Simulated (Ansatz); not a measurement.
Geometry optimisation, Ansatz, DFT PBE, scalar-relativistic, plane waves, PAW.

input.yaml

```yaml
crystal:
  lattice:
    - [9.864, 0.0, 0.0]
    - [-4.932, 8.542475, 0.0]
    - [0.0, 0.0, 11.0]
  atoms:
    - { symbol: C, position: [0.0, 0.0, 0.0909091] }
    - { symbol: C, position: [0.1666667, 0.0833333, 0.0909091] }
    - { symbol: C, position: [0.0, 0.25, 0.0909091] }
    - { symbol: C, position: [0.1666667, 0.3333333, 0.0909091] }
    - { symbol: C, position: [0.0, 0.5, 0.0909091] }
    - { symbol: C, position: [0.1666667, 0.5833333, 0.0909091] }
    - { symbol: C, position: [0.0, 0.75, 0.0909091] }
    - { symbol: C, position: [0.1666667, 0.8333333, 0.0909091] }
    - { symbol: C, position: [0.25, 0.0, 0.0909091] }
    - { symbol: C, position: [0.4166667, 0.0833333, 0.0909091] }
    - { symbol: C, position: [0.25, 0.25, 0.0909091] }
    - { symbol: C, position: [0.4166667, 0.3333333, 0.0909091] }
    - { symbol: C, position: [0.25, 0.5, 0.0909091] }
    - { symbol: C, position: [0.4166667, 0.5833333, 0.0909091] }
    - { symbol: C, position: [0.25, 0.75, 0.0909091] }
    - { symbol: C, position: [0.4166667, 0.8333333, 0.0909091] }
    - { symbol: C, position: [0.5, 0.0, 0.0909091] }
    - { symbol: C, position: [0.6666667, 0.0833333, 0.0909091] }
    - { symbol: C, position: [0.5, 0.25, 0.0909091] }
    - { symbol: C, position: [0.6666667, 0.3333333, 0.0909091] }
    - { symbol: C, position: [0.5, 0.5, 0.0909091] }
    - { symbol: C, position: [0.6666667, 0.5833333, 0.0909091] }
    - { symbol: C, position: [0.5, 0.75, 0.0909091] }
    - { symbol: C, position: [0.6666667, 0.8333333, 0.0909091] }
    - { symbol: C, position: [0.75, 0.0, 0.0909091] }
    - { symbol: C, position: [0.9166667, 0.0833333, 0.0909091] }
    - { symbol: C, position: [0.75, 0.25, 0.0909091] }
    - { symbol: C, position: [0.9166667, 0.3333333, 0.0909091] }
    - { symbol: C, position: [0.75, 0.5, 0.0909091] }
    - { symbol: C, position: [0.9166667, 0.5833333, 0.0909091] }
    - { symbol: C, position: [0.75, 0.75, 0.0909091] }
    - { symbol: C, position: [0.9166667, 0.8333333, 0.0909091] }
    - { symbol: C, position: [0.3920251, 0.5350448, 0.2863636] }
    - { symbol: O, position: [0.2674006, 0.4235327, 0.2954545] }
    - { symbol: O, position: [0.5166497, 0.6465568, 0.2954545] }
basis:
  ecutwfc: 420.0
kpoints:
  mp_grid: { grid: [2, 2, 1] }
hamiltonian:
  xc: pbe
scf:
  occupations: { method: fermi_dirac, width: 0.02 }
  lower_state_search: "off"
relax:
  f_tol: 0.03
  max_steps: 60
  adjacent_minimum: "off"
```

Run as:

```bash
$ ansatz run input.yaml --threads 2 --pin off --max-ram 5120MiB --backend cpu --events-out ev --progress --plain --runs-dir out
```

Problem. Where does it end, and by what steps?

Solution. It converged. The force dipped under the threshold on the way, but the program's further checks kept it going. Limits of this set-up: slab without dipole correction, no dispersion correction for a molecule that may bind weakly, a typed lattice constant that wasn't relaxed here. After 11 steps the energy has fallen by 1.796 eV; C33 moved furthest, 1.49 Å.

```csv
step,energy less start (eV),largest force component (eV/Å),accepted
0,0.0000,2.093,yes
1,-0.9450,1.645,yes
2,-1.3804,1.309,yes
3,-1.5860,0.891,yes
4,-1.7012,0.433,yes
5,-1.7590,0.083,yes
6,-1.7845,0.062,yes
7,-1.7899,0.477,yes
8,-1.7942,0.028,yes
9,-1.7943,0.028,yes
10,-1.7953,0.020,yes
11,-1.7957,0.013,yes
```

```xyz
35
Lattice="9.8640 0.0000 0.0000 -4.9320 8.5425 0.0000 0.0000 0.0000 11.0000" Properties=species:S:1:pos:R:3
C -0.024 -0.005 0.868
C 1.209 0.707 0.868
C -1.257 2.130 0.868
C -0.024 2.842 0.868
C -2.490 4.266 0.868
C -1.257 4.978 0.868
C -3.723 6.402 0.868
C -2.490 7.114 0.868
C 2.442 -0.005 0.868
C 3.675 0.707 0.868
C 1.209 2.130 0.868
C 2.442 2.842 0.869
C -0.024 4.266 0.869
C 1.209 4.978 0.870
C -1.257 6.402 0.868
C -0.024 7.114 0.868
C 4.908 -0.005 0.868
C 6.141 0.707 0.868
C 3.675 2.130 0.869
C 4.908 2.842 0.868
C 2.442 4.266 0.870
C 3.675 4.978 0.869
C 1.209 6.402 0.869
C 2.442 7.114 0.869
C 7.374 -0.005 0.868
C 8.607 0.707 0.868
C 6.141 2.130 0.868
C 7.374 2.842 0.868
C 4.908 4.266 0.869
C 6.141 4.978 0.868
C 3.675 6.402 0.869
C 4.908 7.114 0.868
C 1.482 4.626 4.620
O 0.845 3.644 4.600
O 2.119 5.608 4.644
```

Whether the end is a true minimum wasn't checked by a vibrational analysis.

The run took 2.2 min on 2 threads of Arm Neoverse V1, on a shared host, peak memory 1.5 GiB.
